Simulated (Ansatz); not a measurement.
Cost and result up the ladder for BH2(CF3) (CH₂BF₃) (7 atoms). Total charge 0; singlet. Geometry: PBE-D4/def2-SVP.

```csv
atom,x (Å),y (Å),z (Å)
B1,0.736,0.011,-0.613
H2,0.541,0.418,-1.735
H3,1.843,-0.230,-0.189
C4,-0.504,-0.088,0.387
F5,-1.706,-0.315,-0.188
F6,-0.537,1.176,0.937
F7,-0.373,-0.972,1.402
```

Ansatz on 4 threads of Arm Neoverse V1 on a shared host. Times are rough, and most runs start from the orbitals of an earlier one. CAM-B3LYP-D4/def2-TZVP serves as the yardstick here, not as an exact answer. Differences are given only for rows in sets of like size (and for xTB, whose basis is part of the method), since another set adds its own error. Binding counts from free atoms at the same level (B doublet, H doublet, C triplet, F doublet; other spins of the atoms weren't run), without zero-point energy or a counterpoise term.

LC-ωPBE has ω = 0.4 bohr⁻¹. B3LYP takes the VWN-RPA correlation. Correlated methods freeze 5 core orbitals.

Correlated methods converge slowly with the basis.

```csv
level,functions,wall time,binding energy per atom (eV),difference from CAM-B3LYP-D4/def2-TZVP (eV)
HF/STO-3G,27,0.1 s,3.07,–
HF/6-31G,49,0.15 s,2.39,–
PBE-D4/def2-SVP,80,0.45 s,4.11,–
B3LYP-D4/6-31G,49,0.45 s,3.63,–
revPBE-D4/def2-TZVP,167,0.9 s,3.87,-0.03
MP2/def2-TZVP,167,1 s,3.88,-0.02
LC-ωPBE/def2-TZVP,167,1.1 s,3.90,0.00
BHLYP-D4/def2-TZVP,167,1.2 s,3.67,-0.23
CAM-B3LYP-D4/def2-TZVP,167,1.4 s,3.90,0.00
PBE0-D4/def2-TZVP (with forces),167,1.5 s,3.88,-0.02
r2SCAN-D4/def2-TZVP,167,1.9 s,3.90,0.00
r2SCANh-D4/def2-TZVP,167,2.1 s,3.85,-0.05
B97M-V/def2-TZVP,167,3.7 s,3.86,-0.04
CCSD(T)/def2-TZVPP,183,39 s,3.74,-0.15
```
